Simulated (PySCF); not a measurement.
Geometry:
```csv
atom,x (Å),y (Å),z (Å)
C1,4.091,-1.148,0.292
C2,2.656,-1.382,0.266
C3,1.460,-1.583,0.240
C4,0.027,-1.848,0.210
C5,-0.456,-3.024,1.071
C6,-1.973,-2.831,1.258
B7,-2.318,-1.356,0.648
N8,-0.812,-0.674,0.624
C9,-0.714,0.428,-0.338
C10,-0.452,-0.194,1.967
H11,4.333,-0.244,0.872
H12,4.492,-1.012,-0.725
H13,4.621,-1.995,0.755
H14,-0.281,-2.041,-0.831
H15,0.091,-3.015,2.027
H16,-0.175,-3.964,0.572
H17,-2.535,-3.610,0.721
H18,-2.238,-2.942,2.321
H19,-3.034,-0.611,1.308
H20,-2.649,-1.389,-0.536
H21,-0.967,0.053,-1.337
H22,-1.442,1.201,-0.061
H23,0.303,0.851,-0.343
H24,-1.100,0.655,2.215
H25,0.605,0.113,1.998
H26,-0.627,-0.987,2.703
```

Geometry: PBE0-D3(BJ)/def2-SVP; GIAO absolute shieldings from PySCF, gas phase, non-relativistic, averaged over equivalent atoms.

At PBE0/pcSseg-1 (250 basis functions, 62 s wall time on 1 thread of an Arm Neoverse V1, shared host):
```json
{"atoms": "C2", "σ (ppm)": "92.9"}
{"atoms": "C3", "σ (ppm)": "103.6"}
{"atoms": "C4", "σ (ppm)": "119.7"}
{"atoms": "C9", "σ (ppm)": "134.4"}
{"atoms": "C10", "σ (ppm)": "142.5"}
{"atoms": "C5", "σ (ppm)": "149.6"}
{"atoms": "C6", "σ (ppm)": "176.1"}
{"atoms": "C1", "σ (ppm)": "179.8"}
{"atoms": "B7", "σ (ppm)": "106.4"}
{"atoms": "N8", "σ (ppm)": "188.6"}
{"atoms": "H14", "σ (ppm)": "27.86"}
{"atoms": "H19", "σ (ppm)": "28.82"}
{"atoms": "H21/H22/H23", "σ (ppm)": "28.83"}
{"atoms": "H20", "σ (ppm)": "29.01"}
{"atoms": "H24/H25/H26", "σ (ppm)": "29.04"}
{"atoms": "H16", "σ (ppm)": "29.11"}
{"atoms": "H11/H12/H13", "σ (ppm)": "29.33"}
{"atoms": "H15", "σ (ppm)": "29.64"}
{"atoms": "H17", "σ (ppm)": "30.36"}
{"atoms": "H18", "σ (ppm)": "30.52"}
```

Task: Estimate the result of repeating the calculation with WP04/pcSseg-1.

Result: 
| atoms | σ at WP04/pcSseg-1 | change |
| --- | --- | --- |
| C2 | 88.4 | -4.5 |
| C3 | 96.7 | -6.9 |
| C4 | 105.5 | -14.2 |
| C9 | 122.5 | -11.9 |
| C10 | 129.1 | -13.4 |
| C5 | 135.5 | -14.1 |
| C6 | 160.6 | -15.5 |
| C1 | 165.3 | -14.5 |
| B7 | 98.7 | -7.7 |
| N8 | 168.8 | -19.8 |
| H14 | 28.22 | +0.36 |
| H19 | 29.64 | +0.82 |
| H21/H22/H23 | 29.17 | +0.34 |
| H20 | 29.84 | +0.83 |
| H24/H25/H26 | 29.34 | +0.30 |
| H16 | 29.58 | +0.47 |
| H11/H12/H13 | 29.64 | +0.31 |
| H15 | 30.00 | +0.36 |
| H17 | 30.79 | +0.43 |
| H18 | 30.92 | +0.40 |

The largest change is at N8 (donor nitrogen of a Lewis adduct). Cost: 250 basis functions, 69 s wall time on 1 thread of an Arm Neoverse V1, shared host. The order of the carbon signals is the same at both levels.

A carbon bonded to boron is broadened by the quadrupolar boron nucleus and is often missing from a measured spectrum.
